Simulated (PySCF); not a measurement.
## Structure revision by computed shifts

A compound C₇H₁₁NSi gives the data below (simulated from a calculation) and was assigned the structure `C=CC[Si@H]1C[C@@H](C#N)C1`.

13C{1H} NMR (computed): δ 151.2 (C), 138.0 (CH2), 129.9 (C), 25.6 (CH3), 19.9 (CH2, 2C), 18.7 (CH).

1H NMR (400 MHz, computed): δ 6.16 (br s, 1H), 5.84 (br s, 1H), 5.33 (m, 1H), 3.07 (m, 1H), 2.14 (s, 3H), 2.05 (m, 2H), 1.86 (m, 2H).

- shielding tensors at PBE0/pcSseg-1 (GIAO)
- GFN2-xTB structure
- program: PySCF 2.14
- relativity neglected, single conformer, averaged over atoms made equivalent by symmetry, fast rotation or ring inversion, gas phase

Chemical shifts δ = σref − σ; TMS for 1H and 13C, all at this level.

(1) Compare with the shifts computed for the proposed structure, pairing carbons in order of shift.

(2) Which isomer fits?

Results:

(1) Atom-mapped SMILES (the numbers label the heavy atoms): `[CH2:1]=[CH:2][CH2:3][Si@H:4]1[CH2:5][C@@H:6]([C:7]#[N:8])[CH2:9]1`; H(Xn) means a hydrogen on atom n.

| atom | computed for proposal | given list | difference |
| --- | --- | --- | --- |
| C2 | 139.0 | 151.2 | -12.2 |
| C7 | 129.3 | 138.0 | -8.7 |
| C1 | 122.1 | 129.9 | -7.8 |
| C3 | 28.7 | 25.6 | +3.1 |
| C5 | 21.7 | 19.9 | +1.8 |
| C9 | 21.7 | 19.9 | +1.8 |
| C6 | 17.5 | 18.7 | -1.2 |

The rms difference is 6.6 ppm and the largest -12.2 ppm at C2 (alkene CH). The carbon types in order of shift don't match either: CH, C, CH2, CH2, CH2, CH2, CH for the proposal against C, CH2, C, CH3, CH2, CH2, CH in the data. The proposal doesn't fit.

(2) `InChI=1S/C7H11NSi/c1-6(2)9-4-7(3-8)5-9/h7,9H,1,4-5H2,2H3/t7-,9-`.

Carbon types of the structure: 2 × C, 1 × CH, 3 × CH2, 1 × CH3, leaving 1 H on heteroatoms. δC 151.2: fully substituted alkene carbon; an sp2 carbon of a C=C bond. δC 138.0: terminal =CH2 carbon; as expected for a trigonal carbon in a double bond. δC 129.9: nitrile carbon; typical of a nitrile. δC 25.6: allylic methyl carbon; saturated and bonded to C and H only.

Other isomers checked: C=NC1=C[SiH2][C@H]2C[C@@H]1C2 (rms 23.0 ppm).

This is the structure that produced the data.

Shifts are as computed. Against solution values, carbons near 30 ppm lie about +3 ppm off and those near 130 ppm about +5 ppm. Of 1211 compounds with measured shifts, 218 miss one by over three times the rms of a fit or turn the order of signals round; such compounds aren't used in these exercises. No couplings were computed; multiplicities are counted from neighbouring protons, with m where these are inequivalent, close in shift, in a saturated or five-membered ring or joined by F or P, and br s for small geminal =CH2 splittings.
